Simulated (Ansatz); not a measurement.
Start from `FC(S)S` and change one atom or group to get `S[CH](S)[GeH3]`.

Ansatz, PBE0-D4/def2-TZVP geometries, multiplicity 1. Each molecule was computed in one conformer, which needn't be the lowest.

Scalar relativity is left out up to krypton.

| property | `FC(S)S` |
| --- | --- |
| LUMO energy (PBE/def2-TZVPP) / eV | -1.31 |
| LUMO energy (B3LYP/def2-TZVPP) / eV | -0.59 |
| HOMO–LUMO gap (ωB97M-V/def2-TZVPP) / eV | 11.26 |
| zero-point energy (PBE0-D4/def2-TZVP) / kJ/mol | 101.2 |
| LUMO energy (PBE0/def2-TZVPP) / eV | -0.33 |
| HOMO energy (ωB97M-V/def2-TZVPP) / eV | -9.63 |

Problem. What does the change do to each property? (Estimate.)

Solution. The calculation gave: 
| property | `S[CH](S)[GeH3]` | shift |
| --- | --- | --- |
| LUMO energy (PBE/def2-TZVPP) / eV | -1.28 | 0.03 |
| LUMO energy (B3LYP/def2-TZVPP) / eV | -0.60 | -0.01 |
| HOMO–LUMO gap (ωB97M-V/def2-TZVPP) / eV | 10.57 | -0.69 |
| zero-point energy (PBE0-D4/def2-TZVP) / kJ/mol | 156.0 | 54.8 |
| LUMO energy (PBE0/def2-TZVPP) / eV | -0.36 | -0.03 |
| HOMO energy (ωB97M-V/def2-TZVPP) / eV | -9.10 | 0.53 |

The zero-point energy changes by 54.8 kJ/mol with +9 modes.

B3LYP here is the variant with VWN-RPA as its local correlation; programs differ in this.
